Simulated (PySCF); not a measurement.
SMILES F[Si](F)([SiH2][Si](C)(C)C)F (C3H11F3Si3), singlet, GFN2-xTB optimised geometry.

```
20

C     -0.93    -1.55    -1.58
Si    -0.31    -0.68     0.00
C      1.60    -0.68     0.00
C     -0.92     1.13     0.00
Si    -1.09    -1.77     1.93
Si    -0.25    -0.80     3.81
F     -0.66    -1.26     5.28
F     -0.51     0.77     3.89
F      1.35    -0.84     3.91
H     -0.58    -1.04    -2.48
H     -0.59    -2.58    -1.63
H     -2.02    -1.57    -1.62
H      1.99    -0.21     0.90
H      2.00    -1.69    -0.04
H      2.01    -0.14    -0.85
H     -0.53     1.69    -0.84
H     -0.61     1.65     0.91
H     -2.01     1.18    -0.05
H     -0.75    -3.20     1.99
H     -2.56    -1.76     2.06
```

Density from B3LYP/def2-SVP (PySCF 2.14.0) at that geometry.

Minimum of the electron density along straight lines between bonded atoms, close to the bond critical point (lines longer than 1.1 times the sum of covalent radii, or with two minima, are not listed):

```
bond     length / Å  ρ at the minimum / e bohr⁻³  ∇²ρ there / e bohr⁻⁵  position (fraction from the first atom)
-------  ----------  ---------------------------  --------------------  ---------------------------------------
C1–Si2        1.911                        0.109                  0.29                                     0.62
Si2–C3        1.912                        0.109                  0.31                                     0.38
Si2–C4        1.912                        0.109                  0.31                                     0.38
Si2–Si5       2.348                          ___                   ___                                     0.35
Si6–F7        1.593                        0.124                  1.18                                     0.42
Si6–F8        1.597                        0.123                  1.16                                     0.42
Si6–F9        1.597                        0.123                  1.16                                     0.42
C1–H10        1.086                        0.272                 -0.98                                     0.62
C1–H11        1.086                        0.273                 -0.98                                     0.62
C3–H13        1.086                        0.273                 -0.98                                     0.63
C3–H14        1.086                        0.273                 -0.98                                     0.62
C3–H15        1.087                        0.272                 -0.97                                     0.62
C4–H17        1.086                        0.273                 -0.99                                     0.63
C4–H18        1.086                        0.273                 -0.98                                     0.62
Si5–H19       1.475                        0.113                  0.31                                     0.49
Si5–H20       1.475                        0.113                  0.31                                     0.49
```

Fill in the missing entries.


- Si2–Si5, ρ at the minimum / e bohr⁻³: 0.090
- Si2–Si5, ∇²ρ there / e bohr⁻⁵: -0.04
